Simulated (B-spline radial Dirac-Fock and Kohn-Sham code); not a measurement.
## Photoelectron lines of Hf³⁺ at 591 eV

System: the Hf³⁺ ion, [Xe] 4f14 5d1.

These are calculated numbers from an atomic code on a B-spline grid; the model is the independent-particle Dirac-Slater model, thresholds from Dirac-Fock. The asymmetry parameter β is from the dipole term alone. Kinetic energies are from the vacuum level. Open shells are spread statistically over j, without multiplet splitting.

```csv
subshell,electrons,binding (eV),kinetic (eV),σ (kb),β
N1 (4s),2,578.5,12.49,71.8,1.78
N2 (4p1/2),2,480.9,110.1,57.2,0.16
N3 (4p3/2),4,422.6,168.4,207,0.51
N4 (4d3/2),4,262.1,328.9,258,0.32
N5 (4d5/2),6,251.4,339.6,405,0.55
N6 (4f5/2),6,51.94,539.1,613,0.83
N7 (4f7/2),8,50.29,540.7,?,?
O1 (5s),2,105.3,485.7,18.8,1.88
O2 (5p1/2),2,74.67,516.3,13.8,1.25
O3 (5p3/2),4,66.64,524.4,37.2,1.23
O4 (5d3/2),0.4,32.27,558.7,2.19,0.81
O5 (5d5/2),0.6,31.77,559.2,3.27,0.97
```

Problem. What are σ and β for N7 (4f7/2)?

Solution. σ = 790 kb, the largest of all subshells and 32 % of the total, and β = 0.85.

Run: 4.0 s of CPU time on 1 thread of AMD EPYC 9R45 96-Core Processor (shared host), peak memory 0.47 GiB.
